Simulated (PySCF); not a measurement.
Input file for PySCF: U-HF/6-31G* on H6 chain, a point of a bond scan (R = 1.100 Å).

```python
from pyscf import gto, scf, dft, mp
from pyscf.data.elements import chemcore

mol = gto.M(
    atom='''
    H     0.00000000    0.00000000    0.00000000
    H     0.00000000    0.00000000    1.10000000
    H     0.00000000    0.00000000    2.20000000
    H     0.00000000    0.00000000    3.30000000
    H     0.00000000    0.00000000    4.40000000
    H     0.00000000    0.00000000    5.50000000
    ''',
    basis='6-31g*',
    cart=True,
    charge=0, spin=0, verbose=3, max_memory=1800)
mf = scf.UHF(mol)
mf.conv_tol = 1e-8
mf.max_cycle = 100
mf.init_guess_breaksym = True
mf.kernel()
if not mf.converged:
    mf = mf.newton().run(mf.mo_coeff, mf.mo_occ)
for _ in range(4):
    mo, _, stable, _ = mf.stability(return_status=True)
    if stable:
        break
    mf.kernel(mf.make_rdm1(mo, mf.mo_occ))
```

The log:

```
converged SCF energy = -3.19524767291294  <S^2> = 2.3239943e-10  2S+1 = 1
<class 'pyscf.scf.uhf.UHF'> wavefunction has an internal instability
converged SCF energy = -3.20147591919215  <S^2> = 0.50555404  2S+1 = 1.7384522
<class 'pyscf.scf.uhf.UHF'> wavefunction is stable in the internal stability analysis
```

The calculation finished and met its thresholds. Its determinant has ⟨S²⟩ = 0.51, a mixture of spin states.

Cost: around 0.26 core-seconds (rough).
